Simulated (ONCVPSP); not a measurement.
**S (Z = 16): one change to an ONCV potential, before and after**

ONCVPSP 4.0.1 input, shortened (lines: element, Z, core and valence counts, functional; n l f; lmax; l rc ep ncon nbas qcut; lloc lpopt rc5 dvloc0; l nproj debl; icmod fcfact rcfact), PBE, fully relativistic:

```
  S 16.00    3    2        4      upf
    1    0    2.00
    2    0    2.00
    2    1    6.00
    3    0    2.00
    3    1    3.00
    1
    0    1.50    0.00    3    6    4.90
    1    1.25    0.00    4    8    5.70
    4    5    1.00    2.00
    0    2    3.90
    1    2    0.60
    3    3.25    1.05
```

Open shells are filled in proportion to 2j + 1.

In the p channel the program set the typed energies aside and used -0.616, 0.250 Ha (j = l + 1/2; the other j can differ).

All-electron outer shells of the reference configuration (PBE, scalar-relativistic, ld1.x):

| shell | level (eV) | outermost node (bohr) | outermost maximum (bohr) |
| --- | --- | --- | --- |
| 2s | -223.45 | 0.13 | 0.39 |
| 2p | -168.27 | – | 0.33 |
| 3s | -27.63 | 0.60 | 1.39 |
| 3p | -16.80 | 0.58 | 1.55 |

Change: s: qcut 5.7.

Cutoffs: the cutoffs (Ha) at which the residual kinetic energy of the hardest occupied pseudo-wave falls to 1 and 0.1 mHa per electron; they do not see the model core or the augmentation charge, which bear on the density cutoff. Errors are all-electron minus pseudo energies relative to the spin-unpolarised reference configuration.

Question: How do hardness, ghosts and transferability respond?

Answer: The potential gets neither clearly harder nor softer (12 Ha and 100 Ha → 13 Ha and 100 Ha); of the 4 tests that both files solve, the error grows in 0 and shrinks in 3 by more than 15 % and 0.3 meV (median size 2.8 → 2.0 meV); neither file shows a bound ghost.

| quantity | base | changed |
| --- | --- | --- |
| cutoff, loose | 12 Ha | 13 Ha |
| cutoff, tight | 100 Ha | 100 Ha |
| loose cutoff by channel | s 12 Ha, p 7.1 Ha | s 13 Ha, p 7.1 Ha |
| bound ghosts | none | none |
| GHOST(+) flags under 300 eV | s at 131.4 eV | s at 132.8 eV |
| error for 3s2 3p4, meV [ΔE -11.77 eV] | +0.3 | +0.1 |
| error for 3s2 3p2, meV [ΔE 22.28 eV] | +4.1 | +3.4 |
| error for 3s2 3p1, meV [ΔE 56.33 eV] | +30 | +25 |
| error for 3s1 3p4, meV [ΔE 10.88 eV] | -1.4 | +0.7 |
| s: phases at 1.52 bohr within 0.05 rad from the reference energy up to (Ha; the scan ends near 5) | 4.4 | 4.5 |
| p3/2: phases at 1.27 bohr within 0.05 rad from the reference energy up to (Ha; the scan ends near 5) | 4.2 | 4.2 |
| p1/2: phases at 1.27 bohr within 0.05 rad from the reference energy up to (Ha; the scan ends near 5) | 4.2 | 4.2 |
| rms error of d²Exc/dni dnj with the model core, mHa | 8.14 | 8.24 |
